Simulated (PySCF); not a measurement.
**Optical rotation: `O[Si@@H]1NC[Si@H](O)N1`, CH8N2O2Si2**

Geometry (Å), atoms numbered from 1 in this order:
```xyz
15

O    -2.8156    0.8590   -0.0288
Si   -1.5465   -0.0607    0.3927
N    -0.2797    0.8213    1.1315
C     1.0906    0.4113    0.8920
Si    1.0718   -0.7442   -0.6254
O     1.8395   -0.2102   -1.9587
N    -0.6083   -0.6702   -0.9333
H    -2.6750    1.6284   -0.5753
H    -2.2060   -1.1197    1.1505
H    -0.4145    1.3113    2.0014
H     1.7080    1.3032    0.7375
H     1.5017   -0.1041    1.7680
H     1.5733   -2.0767   -0.2642
H     2.7908   -0.2010   -1.9998
H    -1.0344   -1.1396   -1.7100
```

Theory: TDDFT BHandHLYP/def2-SVPD circular dichroism and optical rotation, one conformer, gas phase (PySCF 2.14.0). Geometry: GFN2-xTB.

The molecule is flexible and this is one conformer; a measurement averages over conformers.

Stereocentres: Si2 R, Si5 S.

What is the specific rotation at 633, 589.3, 546, 436, 405, 365, 355 nm?

[α] in deg dm⁻¹ (g/mL)⁻¹:
| λ (nm) | origin-invariant length gauge | modified velocity gauge | length gauge (centre of mass) | isotropic polarisability (au) |
| --- | --- | --- | --- | --- |
| 633 | +30.3 | +28.8 | +30.1 | 77.4 |
| 589.3 | +35.7 | +33.9 | +35.4 | 77.7 |
| 546 | +42.7 | +40.5 | +42.4 | 78.0 |
| 436 | +74.6 | +70.4 | +74.0 | 79.3 |
| 405 | +90.9 | +85.5 | +90.1 | 79.9 |
| 365 | +122.1 | +114.4 | +121.0 | 81.0 |
| 355 | +132.7 | +124.2 | +131.5 | 81.3 |

And for the mirror image at 589.3 nm?

-35.7 deg dm⁻¹ (g/mL)⁻¹ (origin-invariant length gauge): the same size and the opposite sign.

What is the molar rotation [Φ] = [α]·M/100 of the geometry above at 589.3 nm?

With M = 136.26 g/mol, +48.6 deg cm² dmol⁻¹ (origin-invariant length gauge).

The first excitation lies at 6.46 eV (192 nm) with R = -4.8 × 10⁻⁴⁰ esu² cm² (velocity form).
